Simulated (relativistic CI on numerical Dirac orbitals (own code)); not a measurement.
# V2+ in a cubic cluster: L2,3 absorption with charge transfer

Computed with a charge-transfer multiplet model of a cubic metal-ligand cluster with up to one ligand hole, Slater and spin-orbit integrals from Dirac-Coulomb-Breit ions, Slater integrals scaled by 0.8. The parameters are those of a tetrahedral site (10Dq negative, t2 hopping the larger). The ground state mixes d3 with configurations of k ligand holes L, whose averages lie at kΔ + k(k − 1)U_dd/2; a core hole lowers each added d electron by U_cd. 20 K, Lorentzian 0.4 eV and Gaussian 0.3 eV FWHM.

Atomic integrals in eV (Slater integrals scaled, ζ unscaled), ground: F2dd 7.134, F4dd 4.434, zeta_d 0.019; with the core hole: F2dd 7.850, F4dd 4.885, zeta_d 0.030, zeta_core 4.613, F2cd 4.315, G1cd 3.109, G3cd 1.763.

Cluster parameters (eV): Δ = 6.9, U_dd = 4.5, 10Dq = -0.1, 10Dq(ligand) = 0, V(eg) = 1.02, V(t2g) = -1.74, final-state hopping factor = 1.

```tsv
Case	n_d	d3	d4L	S
U_cd = 4.3 eV	3.18	0.82	0.18	1.50
U_cd = 5.5 eV	3.18	0.82	0.18	1.50
U_cd = 6.7 eV	3.18	0.82	0.18	1.50
```

Weights, n_d and S are thermal averages at 20 K. Photon energies count from the first peak over 30 % of the highest in each spectrum, which can be another peak from case to case. The parameters are a model scan and need not match a compound or its usual spin state. Peaks in eV (height, largest 100):
- U_cd = 4.3 eV: -1.8 (18), 0.0 (100), 1.0 (73), 4.8 (30), 6.2 (23), 6.9 (37), 7.9 (41)
- U_cd = 5.5 eV: -1.7 (17), 0.0 (100), 1.1 (73), 5.0 (29), 7.1 (36), 8.0 (39)
- U_cd = 6.7 eV: -1.8 (17), 0.0 (100), 1.0 (72), 4.9 (28), 7.0 (37), 8.0 (39)

For the case U_cd = 5.5 eV, Δ = 6.9 eV is larger than U_dd = 4.5 eV, the Mott-Hubbard side of the Zaanen-Sawatzky-Allen scheme. With the core hole the configuration with one ligand hole lies at Δ + U_dd − U_cd = 7.1, 5.9, 4.7 eV from the one without, in the order of the table; where this is negative the screened configuration lies lower, though the effective hopping of about 4.1 eV (from the holes of the mixed ground state) mixes the two strongly wherever it is as large as the gap.

With at most 1 ligand hole the space is cut while the next configuration still counts, so covalency is underestimated, and a final configuration with one more ligand hole, which can lie low, is missing from the spectra.
